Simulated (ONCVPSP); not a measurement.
S: variants of one ONCV potential

Base potential:

ONCVPSP 4.0.1 input, shortened (lines: element, Z, core and valence counts, functional; n l f; lmax; l rc ep ncon nbas qcut; lloc lpopt rc5 dvloc0; l nproj debl; icmod fcfact rcfact), PBE, non-relativistic:

```
  S 16.00    3    2        4      upf
    1    0    2.00
    2    0    2.00
    2    1    6.00
    3    0    2.00
    3    1    4.00
    2
    0    1.25    0.00    5    9    5.80
    1    1.45    0.00    4    8    6.70
    2    1.55    0.45    4    7    5.30
    0    5    1.25    0.00
    0    0    0.70
    1    2    3.80
    2    2    1.10
    1    0.50    0.00
```

All-electron outer shells of the reference configuration (PBE, non-relativistic, ld1.x):

| shell | level (eV) | outermost node (bohr) | outermost maximum (bohr) |
| --- | --- | --- | --- |
| 2s | -210.43 | 0.13 | 0.39 |
| 2p | -156.49 | – | 0.33 |
| 3s | -17.14 | 0.60 | 1.42 |
| 3p | -7.02 | 0.58 | 1.61 |

Cutoffs, loose and tight: the cutoffs (Ha) at which the residual kinetic energy of the hardest occupied pseudo-wave falls to 1 and 0.1 mHa per electron. They do not see the model core or the augmentation charge, which bear on the density cutoff. Test errors are all-electron minus pseudo excitation energies from the reference, over the configurations 3s2 3p3; 3s2 3p2; 3s2 3p1; 3s2 3p3.5. A dash means not determined; rows that change the core or the reference have their own tests.

```tsv
change	outcome	cutoff, loose	cutoff, tight	bound ghosts	GHOST(+) flags above zero	largest test error (meV)
base	generated	45 Ha	136 Ha	none	none	+74
core correction polynomial model core, fcfact 0.62	generated	45 Ha	136 Ha	none	none	+73
s: nbas 8	generated	81 Ha	104 Ha	none	none	+77
d: qcut 4.2	generated	45 Ha	136 Ha	none	none	+74
d: qcut 4.6	generated	45 Ha	136 Ha	none	none	+74
```

Task: What comes out with this change to the base: s: qcut 4.1; p: qcut 4.8; d: qcut 3.8?

Result: outcome: generated; cutoff, loose: 27 Ha; cutoff, tight: 124 Ha; bound ghosts: none; GHOST(+) flags above zero: d; largest test error (meV): +71.

Task: What comes out with this change to the base: core correction Teter function, fcfact 3.25, rcfact 1.5?

Result: outcome: generated; cutoff, loose: 45 Ha; cutoff, tight: 136 Ha; bound ghosts: none; GHOST(+) flags above zero: none; largest test error (meV): +56.

Task: What comes out with this change to the base: all radii but the core radius scaled by about 1.06 (s 1.32, p 1.54, d 1.64 bohr)?

Result: outcome: generated; cutoff, loose: 13 Ha; cutoff, tight: 106 Ha; bound ghosts: none; GHOST(+) flags above zero: none; largest test error (meV): +72.
